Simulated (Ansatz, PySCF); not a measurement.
Spin states of IrO2 (SMILES [O]=[Ir]=[O]), each relaxed with B3LYP-D3(BJ)/def2-TZVP.
State 1 (charge 0, multiplicity 2):
```xyz
3

Ir     0.0318    -0.0210     0.0210
O      1.2593     0.2360    -1.1240
O     -1.3242    -0.1677     1.0326
```
State 2 (charge 0, multiplicity 6):
```xyz
3

Ir     0.271    -0.226     0.269
O      1.136     0.338    -1.245
O     -1.440    -0.065     0.906
```

```csv
level,energy of the multiplicity-6 state less that of the multiplicity-2 state (kJ/mol),cost
SVWN5/def2-TZVPP,344.1,×0.5
PBE-D3(BJ)/def2-TZVPP,297.4,×1
BLYP/def2-TZVPP,295.4,×1
BLYP-D3(BJ)/def2-TZVPP,295.4,×1
r2SCAN/def2-TZVPP,252.3,×2
r2SCAN-D3(BJ)/def2-TZVPP,252.3,×2
r2SCAN-D4/def2-TZVPP,252.3,×2
r2SCANh/def2-TZVPP,241.2,×0.7
B3LYP/def2-TZVPP,276.4,×0.4
B3LYP-D3(BJ)/def2-TZVPP,276.4,×0.4
B3LYP-D4/def2-TZVPP,276.5,×0.4
PBE0-D3(BJ)/def2-TZVPP,265.0,×0.4
PBE0-D4/def2-TZVPP,265.0,×0.4
BHLYP/def2-TZVPP,206.0,×0.8
BHLYP-D3(BJ)/def2-TZVPP,206.0,×0.8
BHLYP-D4/def2-TZVPP,206.1,×0.8
CAM-B3LYP/def2-TZVPP,275.5,×0.7
wB97X-V/def2-TZVPP,290.5,×2
B2PLYP/def2-TZVPP,374.0,×2
B2PLYP-D3(BJ)/def2-TZVPP,374.0,×2
```

The rows run from 206.0 (BHLYP/def2-TZVPP) to 374.0 kJ/mol (B2PLYP-D3(BJ)/def2-TZVPP). The dispersion term adds 0.0 in BLYP-D3(BJ), 0.0 in r2SCAN-D3(BJ), 0.0 in r2SCAN-D4. The 9 functionals in def2-TZVPP without D3 or D4 span 168.0, from BHLYP to B2PLYP.

Singlets are restricted, other states unrestricted; no spin–orbit coupling, no relativity up to Kr; see below for the cores. The largest T1 diagnostic is 0.088.

Correlated levels freeze the inner cores; with def2 sets outer-core shells near the valence are correlated too.

Programs: Ansatz (Gaussian basis) for Hartree–Fock, density functionals and correlated methods; PySCF for the dispersion terms.  In def2 rows elements past Kr take small-core potentials, without spin–orbit coupling.

Costs are rough ratios of core time to PBE/def2-TZVPP (about 18 s over the structures, on one shared machine); a dash marks a level with no comparable run of its own.

Ansatz is an electronic-structure program.
